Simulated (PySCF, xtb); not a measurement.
GeH₅NO₂, SMILES [NH2][GeH]([OH])[OH]. Other conformers were not sampled.

Harmonic wavenumbers (cm⁻¹) from GFN2-xTB (xtb) at its own minimum, in rising order: 154, 172, 203, 223, 252, 292, 542, 567, 584, 632, 653, 686, 788, 807, 816, 1493, 1968, 3412, 3461, 3659, 3680.

**Question.** What does PBE-D3(BJ)/def2-SVP in PySCF 2.14.0 give at its own minimum? (The exact figures need the calculation; the answer reports its results.)

**Answer.** 104, 172, 203, 229, 265, 345, 514, 653, 670, 688, 705, 731, 868, 897, 918, 1487, 2087, 3452, 3554, 3710, 3731. Paired by order, the mean absolute difference is 53 cm⁻¹ and the zero-point energies are 35.8 and 37.1 kcal/mol.
